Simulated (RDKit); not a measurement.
A run for RDKit: MMFF94 on C3H4N2 (a complex).

```python
from rdkit import Chem
from rdkit.Chem import AllChem, rdDetermineBonds

blocks = [
'''2

N     0.30354768    1.69793685    0.84836188
N     0.31512451    0.74417632    0.31923992
''',
'''7

C    -0.07246815   -1.53934051    3.21178979
C    -0.08901531   -0.35105474    3.73888572
C    -0.10435326    0.84120718    4.25632195
H    -0.98348436   -2.01586776    2.86839807
H     0.85296028   -2.09206034    3.09772816
H     0.00952165    1.72363044    3.63674187
H    -0.23124782    0.99190981    5.32211713
''',
]
mol = None
for b in blocks:
    f = Chem.MolFromXYZBlock(b)
    rdDetermineBonds.DetermineBonds(f, charge=0)
    mol = f if mol is None else Chem.CombineMols(mol, f)
Chem.SanitizeMol(mol)
print(Chem.MolToSmiles(Chem.RemoveHs(mol)))
ff = AllChem.MMFFGetMoleculeForceField(mol, AllChem.MMFFGetMoleculeProperties(mol), nonBondedThresh=100.0, ignoreInterfragInteractions=False)
e = ff.CalcEnergy()
print(f'MMFF94 energy {e:.6f} kcal/mol')
```

Output:

```
C=C=C.N#N
MMFF94 energy 52.848315 kcal/mol
```

The run finished.

Cost: around 0.020 core-seconds (rough).
